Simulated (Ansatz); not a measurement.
Relaxation of BClF2H2 (6 atoms, charge 0, multiplicity 1), to a largest force component of 0.03 eV/Å in at most 50 steps.

The calculation used Ansatz 0.2.0, RKS B3LYP-D4/def2-SVP.

```xyz
6
Properties=species:S:1:pos:R:3
B 0.006 -0.417 -0.412
Cl -0.011 -0.001 2.620
F 1.137 0.192 -0.687
F -1.128 0.172 -0.713
H 0.012 -1.519 0.051
H 0.102 -1.096 1.867
```

Question: Where does it end, and by what steps?

Answer: It converged. After 15 steps the energy has fallen by 0.110 eV; H6 moved furthest, 0.80 Å.

| step | energy less start (eV) | largest force component (eV/Å) | accepted |
| --- | --- | --- | --- |
| 0 | 0.0000 | 0.935 | yes |
| 1 | -0.0567 | 0.568 | yes |
| 2 | -0.0392 | 0.882 | no |
| 3 | -0.0696 | 0.530 | yes |
| 4 | -0.0825 | 0.329 | yes |
| 5 | -0.0967 | 0.093 | yes |
| 6 | -0.1008 | 0.104 | yes |
| 7 | -0.0673 | 1.370 | no |
| 8 | -0.1042 | 0.091 | yes |
| 9 | -0.0908 | 0.526 | no |
| 10 | -0.1070 | 0.130 | yes |
| 11 | -0.1089 | 0.040 | yes |
| 12 | -0.1097 | 0.078 | yes |
| 13 | -0.1099 | 0.072 | yes |
| 14 | -0.1096 | 0.108 | no |
| 15 | -0.1102 | 0.006 | yes |

```xyz
6
Properties=species:S:1:pos:R:3
B -0.001 -0.400 -0.576
Cl -0.031 0.037 2.500
F 1.130 0.252 -0.748
F -1.129 0.248 -0.777
H -0.001 -1.574 -0.322
H 0.149 -1.233 2.650
```

The run took 32 s on 2 threads of Intel(R) Xeon(R) Platinum 8375C CPU @ 2.90GHz (Ice Lake), on a shared host, peak memory 0.16 GiB.
